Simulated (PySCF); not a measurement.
BrCs. Atoms are numbered in the order given.

```xyz
2

Cs     0.0000     0.0000    -1.2229
Br     0.0000     0.0000     1.9217
```
Charge 0, spin multiplicity 1.

Geometry optimised at B3LYP-D3(BJ)/def2-TZVPD. The def2 effective core potentials stand for the cores of Cs; spin–orbit coupling is left out.

Computed with TDA-M06-2X/def2-TZVPD in PySCF.

Vertical excitations; the highest root listed may be one member of a degenerate set. Isolated molecule, no solvent. State labels are in the subgroup C2v.

```tsv
state	symmetry	energy (eV)	λ (nm)	f	main pairs
S1	B2	3.97	312	0.011	HOMO→LUMO (degenerate set)
S2	B1	3.97	312	0.011	HOMO−1→LUMO (degenerate set)
S3	A1	4.12	301	0.052	HOMO−2→LUMO 89 %
S4	A2	5.13	242	0.000	HOMO→LUMO+1 47 %, HOMO−1→LUMO+2 47 %
S5	A1	5.14	241	0.000	HOMO→LUMO+2, HOMO−1→LUMO+1 (degenerate set)
S6	A2	5.14	241	0.000	HOMO−1→LUMO+2, HOMO→LUMO+1 (degenerate set)
S7	A1	5.16	240	0.002	HOMO−1→LUMO+1 48 %, HOMO→LUMO+2 48 %
S8	B1	5.24	237	0.000	HOMO−2→LUMO+1 (degenerate set)
S9	B2	5.24	237	0.000	HOMO−2→LUMO+2 (degenerate set)
S10	B1	5.27	235	0.039	HOMO−1→LUMO+3 72 %
T1	B2	3.97	312	0	HOMO→LUMO (degenerate set)
T2	B1	3.97	312	0	HOMO−1→LUMO (degenerate set)
T3	A1	4.02	309	0	HOMO−2→LUMO 90 %
T4	A2	5.13	242	0	HOMO−1→LUMO+2 47 %, HOMO→LUMO+1 47 %
```
Triplets are in the Tamm–Dancoff approximation.
